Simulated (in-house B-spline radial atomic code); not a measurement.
Radial electron density of Zn⁴⁺, [Ar] 3d8. Computed with a radial B-spline atomic code at the basis-set limit: scalar-relativistic (X2C) B3LYP, spin-polarised, spherical fractional occupations, exact exchange averaged over the configuration, Fermi nucleus of rms radius 3.9283 fm.

One-electron X2C: radii and densities carry no picture-change correction, so inner-shell <1/r> comes out high (for 1s by about 2 % at Z = 33, 5 % at 54, 10 % at 75, 30 % at 118) and <r> low.

Columns: r (bohr), 4πr²n(r) (electrons per bohr), bar.

```
 0.00193    1.071 #
  0.0023    1.451 ##
 0.00275    1.969 ##
 0.00328     2.65 ###
 0.00391    3.542 ####
 0.00467    4.718 #####
 0.00557     6.22 #######
 0.00665    8.134 #########
 0.00794    10.52 ###########
 0.00947    13.38 ##############
  0.0113    16.77 ##################
  0.0135    20.61 ######################
  0.0161     24.7 ##########################
  0.0192    28.78 ##############################
  0.0229    32.45 ##################################
  0.0274    35.25 #####################################
  0.0327    36.62 ######################################
   0.039    36.34 ######################################
  0.0466    34.52 ####################################
  0.0556    31.91 #################################
  0.0663    29.72 ###############################
  0.0791    29.31 ###############################
  0.0945     31.5 #################################
   0.113    35.86 ######################################
   0.135    40.31 ##########################################
   0.161    42.07 ############################################
   0.192    39.31 #########################################
   0.229    32.51 ##################################
   0.273    24.76 ##########################
   0.326    19.82 #####################
   0.389    19.55 ####################
   0.464    22.24 #######################
   0.554    24.16 #########################
   0.661    22.62 ########################
   0.789    17.76 ###################
   0.942    11.69 ############
    1.12    6.594 #######
    1.34    3.088 ###
     1.6    1.236 #
    1.91   0.4147 
    2.28   0.1121 
    2.72   0.0229
```

On this grid the curve has 3 maxima, near 0.0327, 0.161, 0.554 bohr.

The 3d down radial function P(r) = rR(r), positive near the nucleus:

```csv
r (bohr),P
0.0161,0.00125
0.0229,0.003321
0.0327,0.00871
0.0466,0.02196
0.0663,0.05263
0.0945,0.1188
0.135,0.2475
0.192,0.4576
0.273,0.7367
0.389,1.003
0.554,1.117
0.789,0.9921
1.12,0.6928
1.6,0.3553
2.28,0.1199
```
